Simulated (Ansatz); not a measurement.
The lowest singlet and triplet of FHSi (SMILES F[SiH]); geometries from B3LYP-D3(BJ)/def2-TZVP, each state relaxed from the structure named, with no frequency check.
Singlet (charge 0, multiplicity 1):
```xyz
3

F      0.84410    -0.57545     0.00000
Si    -0.43485     0.41865     0.00000
H     -1.50909    -0.68207     0.00000
```

A positive gap puts the triplet lower; no zero-point energy. R- takes a restricted singlet. U- takes an unrestricted singlet (broken symmetry where lower, unprojected). The triplet is unrestricted in single-reference levels.

Correlated levels freeze the cores.

Programs: Ansatz (a quantum-chemistry and plane-wave program). Values without a source in brackets are computed.

Problem. One of these levels gives -113.5 kJ/mol for the gap E(singlet) − E(triplet), vertical, at the singlet's geometry. Name it.
A) R-PBE/def2-TZVPP
B) U-HF/cc-pV(Q+d)Z (spin-contaminated)
C) R-CCSD(T)/cc-pV(T+d)Z

Solution. B, U-HF/cc-pV(Q+d)Z (spin-contaminated). The others give -157.3 (R-PBE/def2-TZVPP), -180.1 (R-CCSD(T)/cc-pV(T+d)Z)

Doubts at one or more of the structures used: a restricted determinant that unrestricted orbitals would lower (R-CCSD(T)/cc-pV(T+d)Z).
